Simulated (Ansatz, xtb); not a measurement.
System: sum formula AlOBr, charge 0, multiplicity 1. SMILES: [O]=[Al][Br]
Structure (B3LYP-D3(BJ)/def2-TZVP (Ansatz, an electronic-structure program) minimum search):
```
Al
O 1 1.5972
Br 1 2.2226 2 180.00
```
Charge 0, spin multiplicity 1.

Harmonic wavenumbers from GFN2-xTB (xtb, at its own minimum), cm⁻¹: 207, 207, 397, 1180.

Problem. Give the harmonic wavenumbers at B3LYP-D3(BJ)/def2-TZVP (Ansatz, finite differences of forces, unscaled).

Solution. 164, 164, 368, 1112 cm⁻¹. Zero-point energy 2.6 kcal/mol.

Problem. From these and the geometry, give the ideal-gas thermochemistry at 298.15 K and 1 atm (rigid rotor, harmonic oscillator).

Solution. Point group C∞v, rotational symmetry number 1. Rotational constants 2.043, 2.043 GHz. S(trans) 40.33, S(rot) 17.92, S(vib) 6.15, S(elec, spin only) 0.00, S 64.4 cal/(mol K). H(298) - H(0) 3.08 kcal/mol; G - E(el) -13.5 kcal/mol.
